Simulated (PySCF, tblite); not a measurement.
Isomers of C6H14N (doublet state). Computed with GFN2-xTB (tblite): harmonic, unscaled wavenumbers at the GFN2-xTB geometry, gas phase. Errors from tens to a few hundred cm⁻¹ against measured bands are possible. One conformer each. Open shells enter through the occupations alone, without spin polarisation, and single modes of such species can be off by tens of per cent.

Electronic energies: B3LYP/pcH-1 single points on the GFN2-xTB geometries (PySCF, gas phase).

| SMILES | electronic energy, lowest = 0 (kJ/mol) |
| --- | --- |
| CC[C@H](C)CC[NH] | 23.3 |
| C[CH][C@@](C)(N)CC | 0.0 |
| [CH2]CC(C)(C)CN | 22.7 |
| C[CH][C@@H](C)[C@H](C)N | 1.0 |
| [CH2][C@H](CC)CCN | 66.0 |
| [CH2]C[C@@H](C)[C@H](C)N | 27.7 |
| [CH2]C[C@](C)(N)CC | 14.3 |
| CC[C@@H](C)[C@H](C)[NH] | 15.6 |

Q: How do GFN2-xTB zero-point energies change the relative energies?

A: 
```tsv
SMILES	ZPE (kJ/mol)	of it from modes above 1550 cm⁻¹	electronic (kJ/mol)	with ZPE, lowest = 0 (kJ/mol)	lowest mode (cm⁻¹)	rings
C[CH][C@@](C)(N)CC	492.0	266.3	0.0	0.0	61	0
C[CH][C@@H](C)[C@H](C)N	493.2	265.1	1.0	2.2	48	0
[CH2]C[C@](C)(N)CC	492.7	267.8	14.3	15.0	46	0
CC[C@@H](C)[C@H](C)[NH]	494.8	252.9	15.6	18.3	45	0
[CH2]CC(C)(C)CN	492.7	266.5	22.7	23.3	85	0
CC[C@H](C)CC[NH]	495.0	250.8	23.3	26.3	57	0
[CH2]C[C@@H](C)[C@H](C)N	492.2	264.7	27.7	28.0	80	0
[CH2][C@H](CC)CCN	492.6	247.7	66.0	66.5	74	0
```

The zero-point energies span 3.0 kJ/mol, from `C[CH][C@@](C)(N)CC` to `CC[C@H](C)CC[NH]`. The order is unchanged.

Q: And how do the electronic energies of GFN2-xTB itself compare?

A: `C[CH][C@@](C)(N)CC` 0.0; `C[CH][C@@H](C)[C@H](C)N` 1.3; `[CH2]C[C@](C)(N)CC` 17.5; `CC[C@@H](C)[C@H](C)[NH]` 4.3; `[CH2]CC(C)(C)CN` 27.4; `CC[C@H](C)CC[NH]` 12.8; `[CH2]C[C@@H](C)[C@H](C)N` 29.8; `[CH2][C@H](CC)CCN` 29.1 kJ/mol, lowest = 0. Against the energies above, taken from the same isomer `C[CH][C@@](C)(N)CC`, the largest difference is 36.9 kJ/mol.

Q: What do entropy and thermal enthalpy add at 298.15 K and 1 bar (rigid rotor, harmonic oscillator, one conformer each)?

A: 
```csv
SMILES,point group,symmetry number,S (J/(mol K)),H − H(0) (kJ/mol),ZPE + H − H(0) − TS (kJ/mol)
C[CH][C@@](C)(N)CC,C1,1,406.2,29.28,400.2
C[CH][C@@H](C)[C@H](C)N,C1,1,409.3,28.96,400.2
[CH2]C[C@](C)(N)CC,C1,1,400.2,28.49,401.9
CC[C@@H](C)[C@H](C)[NH],C1,1,398.1,27.74,403.8
[CH2]CC(C)(C)CN,C1,1,397.0,28.47,402.8
CC[C@H](C)CC[NH],C1,1,402.6,27.76,402.8
[CH2]C[C@@H](C)[C@H](C)N,C1,1,392.7,27.89,403.0
[CH2][C@H](CC)CCN,C1,1,383.2,25.71,404.0
```

S holds R ln(2S + 1) for the spin.
